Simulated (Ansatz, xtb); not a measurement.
## Two isomers of C4H3Cl2FO

We compare I, `O=C=C[C@H](F)C(Cl)Cl`, a singlet, with II, `O=C/C(=C/F)C(Cl)Cl`, a singlet. Both are isolated molecules in the gas phase, relaxed with r2SCAN-D4/def2-SVP; each stands in its lowest conformer found.

Quicker runs give these differences E(II) − E(I): GFN2-xTB +0.251 eV; HF/STO-3G −0.250 eV (at GFN2-xTB geometries); r2SCAN-D4/def2-SVP//GFN2-xTB +0.050 eV.

Q: Estimate E(II) − E(I) at the level CCSD(T)/def2-SVP + ΔMP2/def2-TZVPP.

A: Not settled: CCSD(T)/def2-SVP + ΔMP2/def2-TZVPP gives E(II) − E(I) = +0.084 eV, but this leans on the basis-set step: CCSD(T) alone gives +0.015 eV.

The same difference at several levels:

```tsv
level	geometry	E(II) − E(I) (eV)	departure from the last row (eV)	job, with rough time for the two
GFN2-xTB	GFN2-xTB	+0.251	+0.167	optimisation, 0.27 s
HF/STO-3G	GFN2-xTB	−0.250	−0.334	single point, 0.44 s
r2SCAN-D4/def2-SVP//GFN2-xTB	GFN2-xTB	+0.050	−0.034	single point, 3.7 s
r2SCAN-D4/def2-SVP	r2SCAN-D4/def2-SVP	+0.081	−0.003	optimisation, 38 s
HF/def2-SVP	r2SCAN-D4/def2-SVP	−0.011	−0.095	part of the CCSD(T) run
MP2/def2-SVP	r2SCAN-D4/def2-SVP	+0.118	+0.035	part of the CCSD(T) run
CCSD(T)/def2-SVP	r2SCAN-D4/def2-SVP	+0.015	−0.069	single point
CCSD(T)/def2-SVP + ΔMP2/def2-TZVPP	r2SCAN-D4/def2-SVP	+0.084		single point, 71 s
```

As drawn, both hold the same kinds of bond in the same numbers.

HF/STO-3G puts the two in the other order. HF/def2-SVP, CCSD(T)/def2-SVP find them nearly level. The largest departure from CCSD(T)/def2-SVP + ΔMP2/def2-TZVPP is that of HF/STO-3G, 0.334 eV. The last row adds to CCSD(T) the change of the MP2 difference between the two basis sets, here +0.069 eV.

With thermal terms from frequencies at re-optimised GFN2-xTB minima (ideal gas, soft modes damped towards free rotors, one conformer each, 298.15 K, 1 atm): the zero-point term adds −0.001 eV; ΔH is +0.081 and ΔG +0.085 eV.

The correlated steps freeze 16 core orbitals. Mirror images aren't counted in ΔG. Programs: Ansatz 0.2.0, xtb 6.7.1; the last row on 4 threads of Arm Neoverse V1 on a shared host.
